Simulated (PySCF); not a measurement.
Stepwise substitution at one centre (Ga CH3-H). Isolated molecules, 0 K electronic values unless said otherwise. Strings in code marks are SMILES.

The HOMO from two functionals at the same geometries (B3LYP-D3(BJ)/def2-TZVP), both in PySCF: PBE-D3(BJ)/def2-TZVP and ωB97X-D3(BJ)/def2-TZVP. 

| species | PBE-D3(BJ)/def2-TZVP (eV) |
|---|---|
| 0 of 3 CH3 replaced by H | -6.19 |
| 1 of 3 CH3 replaced by H (`[CH3][GaH][CH3]`) | -6.43 |
| 2 of 3 CH3 replaced by H (`[CH3][GaH2]`) | -6.79 |
| 3 of 3 CH3 replaced by H | -7.34 |

Q: What does ωB97X-D3(BJ)/def2-TZVP give for each?

A: 
- 0 of 3 CH3 replaced by H: -9.81
- 1 of 3 CH3 replaced by H (`[CH3][GaH][CH3]`): -10.04
- 2 of 3 CH3 replaced by H (`[CH3][GaH2]`): -10.44
- 3 of 3 CH3 replaced by H: -11.11
Over these rows, drawn at random from the members with no instability flagged (it was tested for open shells, ions and some series alone), PBE minus ωB97X-D3(BJ): mean +3.67 eV, from +3.62 eV to +3.77 eV.
